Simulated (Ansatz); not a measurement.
# Which isomer of GeH6SiSn gives these data?

These gas-phase data were calculated for one isomer of GeH6SiSn at r2SCAN-D4/def2-SVP (harmonic, unscaled wavenumbers; equilibrium rotational constants with average atomic masses):

| Quantity | Value |
| --- | --- |
| rotational constants | 2.739, 1.299, 0.9 GHz |
| all wavenumbers above 1500 cm⁻¹ | 2198, 2186, 2162, 2119, 2108, 2085 |
| dipole moment | 1.37 D (PBE0/def2-TZVPD) |

Candidates:

(1) `[SiH3][GeH2][SnH]`, a singlet
(2) `[SiH3][Sn][GeH3]`, a singlet

Problem. Assign the data to one candidate and say why.

Solution. Candidate (2). No mode falls between 1650 and 2000 cm⁻¹, where the Sn–H stretch of (1) would stand.

The same quantities for all candidates:

```tsv
	rotational constants (GHz)	wavenumbers above 1500 cm⁻¹	dipole (D)	E above the lowest, r2SCAN-D4/def2-SVP (kcal/mol)
(1)	5.064, 0.898, 0.7836	2219, 2210, 2201, 2103, 2088, 1713	1.29	1.7
(2)	2.739, 1.299, 0.9	2198, 2186, 2162, 2119, 2108, 2085	1.37	0.0
```

Each candidate is one conformer. Atoms past krypton carry core potentials. Programs: Ansatz 0.2.0.
